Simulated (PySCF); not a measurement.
PySCF job for Al(H)(Br)(Me) (CH4AlBr), SMILES [CH3][AlH][Br], B3LYP-D3(BJ)/def2-SVP. Geometry optimised at B3LYP-D3(BJ)/def2-SVP. The geometry has at least one imaginary mode, so it is a saddle point at that level.

```python
import numpy as np
from pyscf import gto, scf, dft, df
from pyscf.hessian import thermo

mol = gto.M(
    atom='''
    Al   -0.46218659   -1.14757123   -0.06167261
    H    -1.64177151   -1.68082853   -0.96443756
    Br    0.05224986    1.05995737   -0.28120199
    C     0.57263017   -2.20922009    1.20214798
    H     0.50868237   -1.78086392    2.21740409
    H     1.64218281   -2.20592314    0.92865897
    H     0.23480566   -3.25714593    1.24930031
    ''',
    basis='def2-SVP',
    charge=0,
    spin=0,
    max_memory=1600,
    verbose=3,
)
mf = dft.RKS(mol, xc='b3lyp').density_fit(auxbasis='def2-universal-jkfit')
mf.disp = 'd3bj'
mf.grids.level = 3
mf.conv_tol = 1e-11
mf.max_cycle = 100
mf.kernel()

# [left out here: the lines that compute and print the analytic Hessian (its translational invariance restored by hand, since the grid's response is missing), thermochemistry and intensities]
```

Log of the run:

```
converged SCF energy = -2856.80552598717

WARN: DFTD3 does not support analytical Hessian, using finite difference


WARN: Mole.unit (angstrom) is changed to Bohr

Mode                                 0                   1                   2
Irrep
Freq [cm^-1]                      -37.3518            150.7959            380.8432
Reduced mass [au]                   1.0551              3.4038              1.1304
Force const [Dyne/A]               -0.0009              0.0456              0.0966
Char temp [K]                     -53.7410            216.9618            547.9486
Normal mode                   x     y     z       x     y     z       x     y     z
       0  Al                 0.02 -0.01 -0.02   -0.07 -0.01 -0.06   -0.04  0.02  0.05
       1   H                 0.11 -0.04 -0.12   -0.07 -0.03 -0.05    0.52 -0.18 -0.57
       2  Br                -0.01  0.00  0.01    0.02 -0.03  0.02    0.00 -0.00 -0.01
       3   C                -0.02  0.00  0.02    0.04  0.17 -0.01   -0.01  0.00  0.01
       4   H                 0.44  0.32 -0.09    0.03  0.29 -0.07    0.22 -0.21  0.10
       5   H                -0.10 -0.45 -0.31    0.03  0.28 -0.06   -0.07  0.16 -0.28
       6   H                -0.36  0.13  0.40    0.19  0.13  0.13    0.13 -0.05 -0.14
Mode                                 3                   4                   5
Irrep
Freq [cm^-1]                      391.4454            595.6288            654.9224
Reduced mass [au]                   9.9233              1.1366              3.6066
Force const [Dyne/A]                0.8959              0.2376              0.9114
Char temp [K]                     563.2027            856.9772            942.2875
Normal mode                   x     y     z       x     y     z       x     y     z
       0  Al                -0.06 -0.14 -0.01    0.00  0.02 -0.00   -0.06  0.07 -0.07
       1   H                -0.05 -0.15 -0.02   -0.08  0.70 -0.29   -0.03 -0.09 -0.02
       2  Br                 0.01  0.06 -0.00   -0.01 -0.00 -0.00    0.00 -0.01  0.00
       3   C                 0.03 -0.05  0.04    0.01 -0.09  0.04    0.12 -0.06  0.12
       4   H                 0.03  0.03  0.01    0.01  0.17 -0.07    0.11 -0.22  0.19
       5   H                 0.02  0.03  0.01   -0.01  0.17 -0.03    0.14 -0.24  0.20
       6   H                 0.13 -0.08  0.14    0.31 -0.16  0.33   -0.03 -0.03 -0.01
Mode                                 6                   7                   8
Irrep
Freq [cm^-1]                      671.9057            757.3593           1218.0147
Reduced mass [au]                   1.3018              1.3062              1.2387
Force const [Dyne/A]                0.3463              0.4414              1.0827
Char temp [K]                     966.7228           1089.6714           1752.4519
Normal mode                   x     y     z       x     y     z       x     y     z
       0  Al                 0.03 -0.01 -0.04   -0.01 -0.06  0.01   -0.00  0.01 -0.00
       1   H                -0.25  0.08  0.27   -0.08  0.55 -0.24   -0.01 -0.02 -0.00
       2  Br                -0.00  0.00  0.00   -0.00  0.00 -0.00   -0.00 -0.00  0.00
       3   C                -0.07  0.02  0.09    0.04  0.10  0.01    0.07 -0.07  0.08
       4   H                 0.38 -0.29  0.24    0.01 -0.22  0.13   -0.33  0.37 -0.15
       5   H                -0.19  0.22 -0.43    0.05 -0.23  0.06   -0.08  0.28 -0.43
       6   H                 0.16 -0.06 -0.16   -0.32  0.19 -0.35   -0.36  0.07 -0.34
Mode                                 9                  10                  11
Irrep
Freq [cm^-1]                     1422.3626           1424.0403           1957.0447
Reduced mass [au]                   1.0502              1.0545              1.0440
Force const [Dyne/A]                1.2519              1.2599              2.3558
Char temp [K]                    2046.4632           2048.8769           2815.7515
Normal mode                   x     y     z       x     y     z       x     y     z
       0  Al                 0.00  0.00  0.00   -0.00  0.00  0.00   -0.03 -0.01 -0.02
       1   H                 0.00 -0.02  0.01    0.01 -0.00 -0.01    0.73  0.32  0.56
       2  Br                -0.00  0.00 -0.00    0.00 -0.00 -0.00   -0.00 -0.00 -0.00
       3   C                 0.03  0.05  0.01   -0.04  0.01  0.05    0.00 -0.00  0.00
       4   H                -0.59 -0.22  0.08    0.12  0.44 -0.14   -0.01  0.01 -0.00
       5   H                -0.10 -0.43 -0.47   -0.02 -0.44  0.07   -0.00  0.00 -0.01
       6   H                 0.28 -0.04  0.22    0.45 -0.17 -0.54   -0.01 -0.00 -0.00
Mode                                12                  13                  14
Irrep
Freq [cm^-1]                     3017.6910           3100.1664           3118.1802
Reduced mass [au]                   1.0356              1.0989              1.1023
Force const [Dyne/A]                5.5562              6.2228              6.3146
Char temp [K]                    4341.7854           4460.4492           4486.3670
Normal mode                   x     y     z       x     y     z       x     y     z
       0  Al                -0.00  0.00 -0.00    0.00 -0.00 -0.00   -0.00 -0.00 -0.00
       1   H                 0.00 -0.00  0.00    0.00 -0.00 -0.00    0.00  0.00  0.00
       2  Br                -0.00 -0.00  0.00   -0.00  0.00  0.00    0.00  0.00 -0.00
       3   C                 0.03 -0.02  0.03    0.06 -0.02 -0.06   -0.04 -0.07 -0.02
       4   H                 0.05 -0.24 -0.53   -0.03  0.26  0.61   -0.03  0.14  0.35
       5   H                -0.57 -0.01  0.16   -0.66 -0.01  0.16    0.32 -0.01 -0.09
       6   H                 0.17  0.49 -0.01   -0.00 -0.04 -0.01    0.24  0.77 -0.04
temperature 298.1500 [K]
pressure 101325.00 [Pa]
Rotational constants [GHz] 18.25957 2.25373 2.03153
Symmetry number 1
Zero-point energy (ZPE) 0.04297 [Eh]   112810.247 [J/mol]
                           tot       elec      trans        rot        vib
Entropy [J/mol/K]       302.344      0.000    168.755    107.762     25.827
Cv [J/mol/K]             62.060      0.000     12.472     12.472     37.117
Cp [J/mol/K]             70.375      0.000     20.786     12.472     37.117
Internal energy [J/mol]                      3718.434   3718.434 117611.336
Internal energy [Eh]   -2856.75790  -2856.80553
Enthalpy [J/mol]                             6197.391   3718.434 117611.336
Enthalpy [Eh]          -2856.75695
Gibbs free energy [J/mol]                  -44116.807 -28410.807 109910.998
Gibbs free energy [Eh] -2856.79129
mode   freq/cm-1   IR/(km/mol)
   1      -37.35         0.001
   2      150.80         3.732
   3      380.84        49.447
   4      391.45        38.962
   5      595.63        33.508
   6      654.92        60.869
   7      671.91        92.931
   8      757.36       243.766
   9     1218.01        18.048
  10     1422.36         1.198
  11     1424.04         2.564
  12     1957.04       183.272
  13     3017.69         1.452
  14     3100.17         3.030
  15     3118.18         5.941
max |gradient| / (hartree/bohr): 3.820017154831511e-05
APT charges: [ 1.2861 -0.3716 -0.5438 -0.4193  0.0207  0.0204  0.0075]
```

Self-consistency was reached. The end point has an imaginary mode, so it is no minimum.
